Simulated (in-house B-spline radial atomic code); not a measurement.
A fraction x of an electron is added to 2p in neutral carbon, starting from [He] 2s2 2p2 and keeping the highest spin. Method: non-relativistic PBE0, spin-polarised, spherical fractional occupations, point nucleus. Calculated with an all-electron radial atomic-structure program (B-spline basis).

Caution: exact exchange at fractional occupations of open shells leaves self-interaction of up to several eV.

```tsv
x	E(x) - E(0) (eV)	2p up level (eV)
0	0.0000	-6.715
0.1	-0.6256	-5.803
0.2	?	?
0.3	-1.6106	-4.068
0.4	-1.9761	-3.248
0.5	-2.2613	-2.462
0.6	-2.4698	-1.714
0.7	?	?
0.8	-2.6728	-0.347
```

Q: What belongs in the row x = 0.2?

A: An energy change of -1.1615 eV; 2p up at -4.920 eV.

Q: What belongs in the row x = 0.7?

A: An energy change of -2.6055 eV; 2p up at -1.007 eV.

Q: Check Janak's theorem between x = 0.3 and 0.4.

A: The slope of the energy is -3.65 eV; the orbital levels give -3.66 eV (ε of the filling orbital, averaged over the two points).
